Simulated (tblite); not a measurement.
C3H11PSSi2.
Structure used (GFN2-xTB), in Å, numbered top down from 1:
```
atom  x, y, z in Å
C1    -2.511    0.739   -0.036
C2    -1.916   -0.243   -0.685
C3    -0.962   -1.236   -0.100
Si4   -0.218   -0.847    1.609
S5     0.685    1.119    1.669
Si6    1.611    1.348   -0.250
P7     2.722   -0.510   -0.836
H8    -2.337    0.924    1.011
H9    -3.196    1.408   -0.529
H10   -2.123   -0.388   -1.740
H11   -0.140   -1.385   -0.809
H12   -1.470   -2.203   -0.039
H13    0.843   -1.813    1.888
H14   -1.186   -0.780    2.695
H15    2.432    2.540   -0.072
H16    0.578    1.560   -1.263
H17    3.429    0.113   -1.847
H18    3.751   -0.341    0.073
```

Method: GFN2-xTB as coded in tblite; computed harmonic values from a numerical Hessian at the method's own geometry, unscaled. This tight-binding method is rough: wavenumbers can miss measured ones by several per cent, in bad cases by 10 to 20. Modes of hydrogen on phosphorus and silicon can be 10 to 20 % off. One conformer, not necessarily the lowest.

Harmonic wavenumbers (cm⁻¹): 34.8, 48.3, 57.7, 78.9, 84.3, 103.3, 134.9, 161.5, 226.0, 411.7, 424.7, 440.9, 458.1, 500.6, 524.2, 552.9, 568.0, 586.9, 644.6, 670.9, 689.5, 712.6, 746.5, 762.5, 772.0, 798.3, 897.9, 965.3, 1014.3, 1066.6, 1131.7, 1138.8, 1269.9, 1303.3, 1410.9, 1448.8, 1720.2, 2250.7, 2263.5, 2288.4, 2315.1, 2321.5, 2397.2, 2919.4, 2950.2, 3024.6, 3099.2, 3124.8.

A = 1498, B = 800.5, C = 744.5 MHz; mass 165.986 u (most abundant isotopes); point group C1, symmetry number 1.

What is the zero-point energy?

Half the sum of the wavenumbers: 26758 cm⁻¹ = 76.51 kcal/mol.

What is S at 298.15 K and 1 bar for an ideal gas of classical rigid rotors and harmonic oscillators?

Translation 41.25, rotation 30.27, vibration 42.42: S = 113.9 cal/(mol K).

And Cp and H(298.15 K) − H(0)?

Cp = 45.63 cal/(mol K), of which vibrations give 37.68 (their classical limit is 48 R = 95.4); H(298.15 K) − H(0) = 8.50 kcal/mol without the zero-point energy, 6.13 from vibrations.

How do the functions run with temperature in this model?

| T (K) | S (cal/(mol K)) | Cp (cal/(mol K)) | H − H(0) (kcal/mol) | G − H(0) (kcal/mol) | ln q(vib) |
| --- | --- | --- | --- | --- | --- |
| 150 | 88.9 | 28.7 | 2.96 | -10.38 | 5.58 |
| 250 | 106.4 | 40.5 | 6.42 | -20.17 | 9.31 |
| 400 | 128.7 | 54.7 | 13.63 | -37.84 | 14.44 |
| 600 | 153.4 | 67.3 | 25.92 | -66.13 | 20.68 |
| 900 | 183.1 | 79.2 | 48.03 | -116.80 | 28.90 |

q(vib) and H(0) count from the zero-point level.

Blend soft modes into free rotors: weight 1/[1 + (100 cm⁻¹/ν̃)⁴] for the oscillator and the rest for a rotor with moment μB/(μ + B), μ = h/(8π²ν), B = 10⁻⁴⁴ kg m². What vibrational entropy results?

37.10 cal/(mol K) in place of 42.42, which changes −T·S at 298.15 K by +1.59 kcal/mol.

What must be added to the electronic energy to get the Gibbs energy at 298.15 K and 1 bar?

ZPE + [H(298.15 K) − H(0)] − T·S = 76.51 + 8.50 − 33.97 = 51.04 kcal/mol.

Hindered rotation and anharmonicity are outside this model. Other conformers, if any are populated, would add a mixing term that is left out. The structure is chiral; the term R ln 2 for an equal mix with its mirror image is left out.

On one thread of an Intel Xeon at 2.50 GHz, on a shared host, this took 2.1 s wall. The figure is for the frequency step alone.
